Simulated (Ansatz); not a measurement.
Compare A (`C[SiH2]B(O)O`) with its isomer B (`OCBO[SiH3]`).

Calculated with Ansatz (gas phase, PBE0-D4/def2-TZVP geometries, no zero-point term in ΔE). CCSD(T)/CBS is the MP2 limit (def2-TZVPP, def2-QZVPP) plus CCSD(T) − MP2 in def2-TZVPP, frozen cores. DFT in def2-TZVPP. B3LYP here is the variant with VWN-RPA as its local correlation; programs differ in this. One conformer a species, not always the lowest.

Which is lower in electronic energy at CCSD(T)/CBS, and by how much? (Estimate.)

Computed: A, by 120.3 kJ/mol.

Give E(B) − E(A) in kJ/mol with B3LYP, ωB97M-V, CCSD/def2-TZVPP, CCSD(T)/def2-TZVPP, PBE0-D4, r2SCAN-D4, B2PLYP. (An estimate is asked.)

Computed: B3LYP 113.6, ωB97M-V 119.6, CCSD/def2-TZVPP 115.3, CCSD(T)/def2-TZVPP 120.7, PBE0-D4 133.3, r2SCAN-D4 131.2, B2PLYP 115.4. None reverses the order clearly.

Largest T1 diagnostic: 0.013.

From PBE to PBE0 (25 % exact exchange), in def2-TZVPP and without D4, E(B) − E(A) moves by −6.5 kJ/mol. The D4 term adds +3.1 kJ/mol with B3LYP and +1.7 kJ/mol with PBE0; it sums over pairs of atoms, weighted by their polarisabilities, and B3LYP, whose exchange is more repulsive, gets the larger term.
